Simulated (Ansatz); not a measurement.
1-ethyl-3-methylimidazolium (C₆H₁₁N₂⁺), 19 atoms. Hardware: 4 threads of Arm Neoverse V1 on a shared host.

Correlated methods freeze 8 core orbitals.

Q: How many basis functions does each of these Ansatz runs have, and roughly what does it cost? ωB97X-V/def2-TZVP, charge 0 doublet at the geometry of the charge 1 singlet, energy, from earlier orbitals; PBE0-D4/def2-SVP, charge 1 singlet, energy, from earlier orbitals; RPA@PBE/def2-TZVP, charge 1 singlet, energy, from earlier orbitals; PBE0-D4/def2-TZVP, charge 0 doublet, energy, from earlier orbitals; PBE0-D4/def2-TZVP, charge 0 doublet at the geometry of the charge 1 singlet, energy; HSE06-D4/def2-TZVP, charge 1 singlet, energy, from earlier orbitals; PBE-D4/def2-TZVP, charge 0 doublet at the geometry of the charge 1 singlet, energy, from earlier orbitals; MP2/def2-TZVP, charge 1 singlet, energy, from earlier orbitals; ωB97X-V/def2-TZVP, charge 1 singlet, energy, from earlier orbitals; PBE0-D4/def2-TZVP, charge 1 singlet, energy, from earlier orbitals; PBE with 15 % exact exchange/def2-SVP, charge 1 singlet, energy, from earlier orbitals; r2SCAN-D4/def2-SVP, charge 0 doublet, relaxation, 21 steps.

A: Other jobs shared the machine, so times can vary by a factor of up to 3. A dash marks memory too small to be measured apart from the calling script's.

```
                                                                                                       run  functions  fitting or Cholesky vectors  wall time  peak host memory (GiB)
                    PBE with 15 % exact exchange/def2-SVP, charge 1 singlet, energy, from earlier orbitals        167                         1930      2.8 s                       –
                                         PBE0-D4/def2-SVP, charge 1 singlet, energy, from earlier orbitals        167                         1930      2.9 s                       –
                                        PBE0-D4/def2-TZVP, charge 1 singlet, energy, from earlier orbitals        314                         1874      6.5 s                       1
                                       HSE06-D4/def2-TZVP, charge 1 singlet, energy, from earlier orbitals        314                         1874        7 s                     1.1
                                            MP2/def2-TZVP, charge 1 singlet, energy, from earlier orbitals        314                         2148      8.5 s                     1.1
 PBE-D4/def2-TZVP, charge 0 doublet at the geometry of the charge 1 singlet, energy, from earlier orbitals        314                         1874      9.5 s                    0.58
                                        RPA@PBE/def2-TZVP, charge 1 singlet, energy, from earlier orbitals        314                         2148       13 s                     1.1
                                        ωB97X-V/def2-TZVP, charge 1 singlet, energy, from earlier orbitals        314                         1874       16 s                     1.2
                                        PBE0-D4/def2-TZVP, charge 0 doublet, energy, from earlier orbitals        314                         1874       17 s                     1.2
                       PBE0-D4/def2-TZVP, charge 0 doublet at the geometry of the charge 1 singlet, energy        314                         1874       22 s                     1.2
ωB97X-V/def2-TZVP, charge 0 doublet at the geometry of the charge 1 singlet, energy, from earlier orbitals        314                         1874       48 s                     1.6
                                                r2SCAN-D4/def2-SVP, charge 0 doublet, relaxation, 21 steps        167                         1930    1.8 min                       –
```
